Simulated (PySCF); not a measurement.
## Spinor energies of S⁷⁺ (sulfur, charge +7)

Start: [He] 2s2 2p5; 2p1/2 filled at m_j = +1/2; 2p3/2 filled at m_j = -3/2, -1/2, +1/2, +3/2. Calculated with PySCF 2.14 in an even-tempered Gaussian basis (18 s from 0.78 bohr⁻², ratio 2.4; 11 p from 1 bohr⁻², ratio 2.4; 5 d from 6.7 bohr⁻², ratio 2.6; 5 f from 10 bohr⁻², ratio 2.6): generalised Hartree-Fock with the X2C-1e Hamiltonian and a Gaussian nucleus; one run each with spin-orbit coupling (SO) screened by Boettger's factors, then bare. This is a chosen level, not necessarily the ground level.

```json
{"spinor shell": "1s1/2", "electrons": "2", "ε, screened SO (eV)": "-2681.7", "ε, bare SO (eV)": "-2681.7", "weight of nominal j (bare SO)": "1.000", "rms radius, bare SO (bohr)": "0.112"}
{"spinor shell": "2s1/2", "electrons": "2", "ε, screened SO (eV)": "-391.19", "ε, bare SO (eV)": "-391.20", "weight of nominal j (bare SO)": "1.000", "rms radius, bare SO (bohr)": "0.500"}
{"spinor shell": "2p1/2", "electrons": "1", "ε, screened SO (eV)": "-337.03", "ε, bare SO (eV)": "-337.17", "weight of nominal j (bare SO)": "0.995", "rms radius, bare SO (bohr)": "0.462"}
{"spinor shell": "2p3/2", "electrons": "4", "ε, screened SO (eV)": "-332.41", "ε, bare SO (eV)": "-332.36", "weight of nominal j (bare SO)": "0.998", "rms radius, bare SO (bohr)": "0.466"}
```

| quantity | screened SO | bare SO |
| --- | --- | --- |
| E (hartree) | -378.32270 | -378.31825 |
| M_J | 1/2 | 1/2 |
| ⟨J²⟩ | 0.764 | 0.760 |
| ⟨L²⟩ | 2.001 | 2.001 |
| ⟨S²⟩ | 0.751 | 0.751 |

Each row is a mean over spinors that exchange with the open shell spreads, by up to 4.939 eV (2s1/2).
